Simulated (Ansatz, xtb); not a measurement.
**From C to Sn: the dipole moment**

One atom is swapped for its congeners: CH3 (methyl radical) `[CH3]`; SiH3 (silyl radical) `[SiH3]`; GeH3 `[GeH3]`; SnH3 `[SnH3]`. All are doublets with charge 0.

Shapes, held fixed at every level: PBE0-D4/def2-TZVP. Programs: Ansatz 0.2.0, xtb 6.7.1. Values in D.

```
               level   CH3  SiH3  GeH3  SnH3
            GFN0-xTB  0.00  1.82  0.01  0.14
   PBE-D4/def2-TZVPP  0.00  0.03  0.03  0.27
r2SCAN-D4/def2-TZVPP  0.00  0.06  0.04  0.30
 B3LYP-D4/def2-TZVPP  0.00  0.07  0.08  0.35
  wB97M-V/def2-TZVPP  0.00  0.16  0.10  0.36
```

At wB97M-V/def2-TZVPP the dipole moment isn't monotonic: it is largest for Sn and smallest for C (0.36 and 0.00 D). 2 of 5 levels show this order throughout; 4 agree on the largest and the smallest. Open shells run unrestricted unless RO is named. For atoms past krypton def2 sets carry core potentials with scalar relativity. Relativity is left out for Ge unless named. GFN0-xTB strays far from the other rows. Magnitudes only: a dipole under 1 D may point either way.
